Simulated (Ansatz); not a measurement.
Al₁₅As₁₅H₃₄⁻, a nanocrystal cut from wurtzite AlAs (hydrogen-capped). The state is a doublet with charge -1. Geometry PBE-D4/def2-SVP, that of the neutral singlet; atoms count from 1.

Cartesian coordinates in Å:
```
Al -2.923 -4.334 -0.388
As -2.257 -3.543 1.916
As -0.994 -3.543 -1.683
Al 0.911 -2.784 -0.227
Al 2.247 -3.183 -4.226
As 2.801 -2.637 -1.817
Al -1.366 -1.202 2.041
As -0.931 -0.723 4.464
As 0.241 -0.481 0.406
Al 2.093 -0.271 2.044
Al 4.053 -0.518 -1.536
As 4.167 0.270 0.810
Al -0.127 1.613 4.986
As 1.558 1.886 3.223
Al 4.991 2.652 1.047
As -4.657 -2.581 -0.887
Al -1.637 -1.909 -3.458
As 0.458 -1.446 -4.679
Al -4.136 -0.110 -0.770
As -3.378 0.159 1.582
As -2.136 0.192 -2.188
Al -0.037 1.579 -1.728
Al 1.048 0.951 -4.434
As 2.294 1.026 -2.328
Al -2.867 2.590 1.669
As -2.085 2.888 4.055
As -0.849 2.930 0.286
Al 1.041 3.787 1.689
Al 2.231 3.467 -2.160
As 2.977 3.913 0.163
H -3.475 -5.830 -0.419
H -1.254 -4.521 2.508
H -3.381 -3.721 2.933
H -0.557 -4.793 -2.441
H 1.081 -3.822 0.992
H 1.511 -4.615 -4.240
H 3.522 -2.867 -5.145
H 3.724 -3.773 -1.377
H 0.059 -1.730 5.031
H -2.153 -1.110 5.293
H 2.196 -1.449 3.136
H 5.414 -0.410 -2.363
H 5.232 -0.567 1.520
H 0.144 1.868 6.537
H 2.794 2.333 3.999
H 5.081 2.978 2.621
H 6.227 2.884 0.053
H -5.939 -2.871 -0.110
H -5.181 -2.902 -2.281
H -2.928 -2.395 -4.278
H 0.035 -1.637 -6.135
H -5.440 0.743 -1.122
H -4.565 -0.117 2.505
H -2.821 0.946 -3.337
H 1.446 1.725 -5.772
H -0.267 1.714 -3.632
H -4.134 3.519 1.387
H -3.280 2.786 5.001
H -1.766 4.360 4.282
H -1.254 4.279 -0.326
H 0.597 5.102 2.496
H 2.744 4.484 -3.279
H 0.516 3.376 -2.130
H 3.342 5.395 0.220
```

Single mean-field runs in def2-SVP are fitted with def2-universal-jkfit.

**Question.** Estimate the Mulliken populations of the heavy atoms from the PBE0/def2-SVP orbitals of Ansatz.

**Answer.** 
| atom | charge (e) | spin (α − β) |
| --- | --- | --- |
| Al1 | 0.52 | 0.00 |
| As2 | -0.21 | 0.03 |
| As3 | -0.51 | 0.00 |
| Al4 | 0.46 | 0.01 |
| Al5 | 0.41 | 0.00 |
| As6 | -0.47 | 0.00 |
| Al7 | 0.44 | 0.15 |
| As8 | -0.21 | 0.03 |
| As9 | -0.60 | -0.01 |
| Al10 | 0.46 | 0.01 |
| Al11 | 0.56 | 0.01 |
| As12 | -0.47 | 0.00 |
| Al13 | 0.52 | 0.00 |
| As14 | -0.51 | 0.00 |
| Al15 | 0.41 | 0.00 |
| As16 | -0.25 | 0.03 |
| Al17 | 0.50 | 0.02 |
| As18 | -0.47 | 0.00 |
| Al19 | 0.44 | 0.13 |
| As20 | -0.41 | -0.05 |
| As21 | -0.43 | 0.02 |
| Al22 | 0.38 | 0.20 |
| Al23 | 0.47 | 0.04 |
| As24 | -0.69 | 0.05 |
| Al25 | 0.44 | 0.13 |
| As26 | -0.25 | 0.03 |
| As27 | -0.43 | 0.02 |
| Al28 | 0.50 | 0.02 |
| Al29 | 0.47 | 0.04 |
| As30 | -0.47 | 0.00 |
Mulliken values depend strongly on the basis.

**Question.** Where does the spin sit?

**Answer.** Summed by element: Al 0.75, As 0.14, H 0.11, of 1 unpaired in all. Largest on single atoms: Al22 0.20, Al7 0.15, Al25 0.13.

**Question.** And the Mayer bond orders between heavy atoms (over 0.3, the first 40 of 42)?

**Answer.** Al1–As2 0.66 (2.53 Å); Al1–As3 0.81 (2.45 Å); Al1–As16 0.70 (2.52 Å); As2–Al7 0.69 (2.51 Å); As3–Al4 0.63 (2.52 Å); As3–Al17 0.68 (2.50 Å); Al4–As6 0.75 (2.47 Å); Al4–As9 0.80 (2.48 Å); Al5–As6 0.64 (2.53 Å); Al5–As18 0.63 (2.53 Å); As6–Al11 0.73 (2.48 Å); Al7–As8 0.69 (2.51 Å); Al7–As9 1.01 (2.40 Å); Al7–As20 0.70 (2.47 Å); As8–Al13 0.66 (2.53 Å); As9–Al10 0.80 (2.48 Å); Al10–As12 0.75 (2.47 Å); Al10–As14 0.63 (2.52 Å); Al11–As12 0.73 (2.48 Å); Al11–As24 0.65 (2.47 Å); As12–Al15 0.64 (2.53 Å); Al13–As14 0.81 (2.45 Å); Al13–As26 0.70 (2.52 Å); As14–Al28 0.68 (2.50 Å); Al15–As30 0.63 (2.53 Å); As16–Al19 0.64 (2.53 Å); Al17–As18 0.76 (2.47 Å); Al17–As21 0.74 (2.50 Å); As18–Al23 0.73 (2.48 Å); Al19–As20 0.67 (2.49 Å); Al19–As21 0.82 (2.47 Å); As20–Al25 0.67 (2.49 Å); As21–Al22 0.57 (2.56 Å); Al22–As24 0.71 (2.47 Å); Al22–As27 0.57 (2.56 Å); Al23–As24 0.75 (2.45 Å); As24–Al29 0.75 (2.45 Å); Al25–As26 0.64 (2.53 Å); Al25–As27 0.82 (2.47 Å); As27–Al28 0.74 (2.50 Å).
